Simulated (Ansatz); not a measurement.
Job for Ansatz (a program for electronic structure): R-MP2/cc-pVTZ on BH4 (SMILES [BH4-]). Charge -1.

Ansatz 0.2 input:
```yaml
crystal:
  periodic: [false, false, false]
  atoms:
    - {symbol: B, position_ang: [-0.00000000, -0.00000000, 0.00000000]}
    - {symbol: H, position_ang: [-0.78656887, -0.82406736, -0.46963817]}
    - {symbol: H, position_ang: [0.16311332, -0.22560785, 1.20034694]}
    - {symbol: H, position_ang: [-0.45794916, 1.13457330, -0.14616298]}
    - {symbol: H, position_ang: [1.08140472, -0.08489809, -0.58454578]}
basis:
  gaussian:
    orbitals: cc-pVTZ
total_charge: -1
magnetization: {spin_polarized: false}
correlation: {method: mp2, electrons: outside_noble_gas}
accuracy: high
phonons: {}
scf: {lower_state_search: off}
```

The head of its log:

```
WARN ansatz: RAYON_NUM_THREADS=2 ignored (pool sized by the plan → 2); use --threads N
Functional definition: HF
these checks for a lower state are left out or cut short: starts, cluster_reference, orbital_swaps, neighbouring_geometries, increment
integrals: 0.09 GiB planned
1617 factors; integrals over basis functions are off by at most 1.5e-9 eV
mean field: 0.15 GiB planned
mean field evaluation 1: about -733.7727 eV, gradient 1.1e1 eV
mean field evaluation 2: about -733.7729 eV, gradient 1.1e1 eV
mean field evaluation 4: about -734.3303 eV, gradient 5.3e-1 eV
mean field evaluation 8: about -734.3315 eV, gradient 2.2e-8 eV
mean field -734.33152572 eV, -26.9861858223 hartree, gradient 7.6e-8 eV, S^2 0.000000; 0 other end points of the search recorded, 0 dependent functions left out
1 core orbitals not correlated
reference -734.33152572 eV, -26.9861858223 hartree; 4, 4 occupied and 81, 81 virtual orbitals, 1617 factors
densities: 0.22 GiB planned
```

Q: Predict the final total energy.

A: -27.1521 hartree.
